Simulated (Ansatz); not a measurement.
`[SH][In]([Cl])[Cl]` and `[Cl][In]([Cl])[Br]` differ in one atom or group.

Ansatz, PBE0-D4/def2-TZVP geometries, multiplicity 1. Each molecule was computed in one conformer, which needn't be the lowest.

Elements past krypton have def2 core potentials. Scalar relativity is left out up to krypton.

```json
{"property": "LUMO energy (B3LYP/def2-TZVPP) / eV", "`[SH][In]([Cl])[Cl]`": "-2.76"}
{"property": "HOMO–LUMO gap (B3LYP/def2-TZVPP) / eV", "`[SH][In]([Cl])[Cl]`": "5.28"}
{"property": "size of the dipole moment (B3LYP/def2-TZVPP) / D", "`[SH][In]([Cl])[Cl]`": "1.73"}
{"property": "LUMO energy (ωB97M-V/def2-TZVPP) / eV", "`[SH][In]([Cl])[Cl]`": "-0.53"}
{"property": "LUMO energy (PBE0/def2-TZVPP) / eV", "`[SH][In]([Cl])[Cl]`": "-2.47"}
{"property": "size of the dipole moment (ωB97M-V/def2-TZVPP) / D", "`[SH][In]([Cl])[Cl]`": "1.67"}
```

(1) What does the change do to each property? (Best estimate.)

Results:

(1) Ansatz gave: 
```
                                          property  `[Cl][In]([Cl])[Br]`  shift
               LUMO energy (B3LYP/def2-TZVPP) / eV                 -3.22  -0.46
             HOMO–LUMO gap (B3LYP/def2-TZVPP) / eV                  5.47   0.19
  size of the dipole moment (B3LYP/def2-TZVPP) / D                  0.46  -1.27
             LUMO energy (ωB97M-V/def2-TZVPP) / eV                 -0.97  -0.44
                LUMO energy (PBE0/def2-TZVPP) / eV                 -2.92  -0.45
size of the dipole moment (ωB97M-V/def2-TZVPP) / D                  0.42  -1.25
```

With PBE0 the HOMO falls by 0.68 eV and the LUMO falls by 0.45 eV, so the gap widens by about 0.23 eV. PBE moves the HOMO by -0.61 eV and ωB97M-V by -0.71 eV. The zero-point energy changes by -22.4 kJ/mol with -3 modes. Dipoles are sizes alone; their direction can turn.

B3LYP here is the variant with VWN-RPA as its local correlation; programs differ in this.

Spin–orbit coupling is left out; it splits and shifts lone-pair levels of the heavy atoms by tenths of an eV.
